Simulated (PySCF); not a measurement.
# From a log to its input

A PySCF 2.14 run on the atoms Ge 0 0 0; F 0 0 1.875 (angstrom) printed this (some set-up lines and the per-cycle HOMO/LUMO lines with their warnings removed):

```
PySCF version 2.14.0


nuclear repulsion = 81.281619597312
point group symmetry = Coov
symmetry origin: [0.         0.         0.77778362]
symmetry axis x: [1. 0. 0.]
symmetry axis y: [0. 1. 0.]
symmetry axis z: [0. 0. 1.]
num. orbitals of irrep A1 = 23
num. orbitals of irrep E1x = 13
num. orbitals of irrep E1y = 13
num. orbitals of irrep E2x = 5
num. orbitals of irrep E2y = 5
number of shells = 17
number of NR pGTOs = 121
number of NR cGTOs = 59
basis = aug-cc-pvdz
ecp = {}

******** <class 'pyscf.scf.uhf_symm.SymAdaptedUHF'> ********
method = SymAdaptedUHF
initial guess = minao
damping factor = 0
level_shift factor = 0
DIIS = <class 'pyscf.scf.diis.CDIIS'>
SCF conv_tol = 1e-09
SCF max_cycles = 50
number electrons alpha = 22  beta = 20
Freeze 0 electrons in irreps []
    42 free electrons in irreps A1 E1x E1y E2x E2y
init E= -2173.80537102879

cycle= 1 E= -2174.76130828377  delta_E= -0.956  |g|= 0.369  |ddm|= 0.947
cycle= 2 E= -2174.79202840155  delta_E= -0.0307  |g|= 0.298  |ddm|= 0.408
cycle= 3 E= -2174.82104812872  delta_E= -0.029  |g|= 0.0219  |ddm|= 0.148
cycle= 4 E= -2174.82192674243  delta_E= -0.000879  |g|= 0.00743  |ddm|= 0.0617
cycle= 5 E= -2174.82209498834  delta_E= -0.000168  |g|= 0.00381  |ddm|= 0.0231
cycle= 6 E= -2174.82216199803  delta_E= -6.7e-05  |g|= 0.00143  |ddm|= 0.0194
cycle= 7 E= -2174.82217048456  delta_E= -8.49e-06  |g|= 0.000517  |ddm|= 0.00828
cycle= 8 E= -2174.82217122792  delta_E= -7.43e-07  |g|= 0.000233  |ddm|= 0.00215
cycle= 9 E= -2174.82217134284  delta_E= -1.15e-07  |g|= 8.61e-05  |ddm|= 0.000784
cycle= 10 E= -2174.82217135673  delta_E= -1.39e-08  |g|= 2.37e-05  |ddm|= 0.000235
cycle= 11 E= -2174.8221713577  delta_E= -9.73e-10  |g|= 6.55e-06  |ddm|= 8.21e-05
Extra cycle  E= -2174.82217135775  delta_E= -5.41e-11  |g|= 3.76e-06  |ddm|= 1.11e-05
converged SCF energy = -2174.82217135775  <S^2> = 2.0216889  2S+1 = 3.0144246

******** <class 'pyscf.grad.uhf.Gradients'> for <class 'pyscf.scf.uhf_symm.SymAdaptedUHF'> ********
unit = Eh/Bohr
--------------- SymAdaptedUHF gradients ---------------
         x                y                z
0 Ge     0.0000000000     0.0000000000    -0.0070976346
1 F     0.0000000000     0.0000000000     0.0070976346
----------------------------------------------

WARN: System has nonzero charge -1; the dipole moment is origin-dependent.
Location of origin: [0. 0. 0.]

Dipole moment(X, Y, Z, Debye):  0.00000,  0.00000, -2.53118
orbital energies (hartree): [array([-0.2952, -0.0551, -0.0551,  0.1802,  0.2057,  0.2057]), array([-0.3703, -0.3703, -0.206 ,  0.1843,  0.1843,  0.1858])]
```

**Question.** Write the input that gave this log.

**Answer.** The input was:

```python
from pyscf import gto, scf

mol = gto.M(
    atom='Ge 0 0 0; F 0 0 1.875',
    basis='aug-cc-pvdz',
    charge=-1,
    spin=2,
    symmetry=True,
    verbose=4,
)
mf = scf.UHF(mol)
mf.kernel()
mf.nuc_grad_method().kernel()
mf.dip_moment()
print('orbital energies (hartree):', [e[max(0, n-3):n+3].round(4) for e, n in zip(mf.mo_energy, mol.nelec)])
```

The bond length is a typed value, not an optimised one. The dipole of an ion depends on the origin. No search for the lowest solution was made.
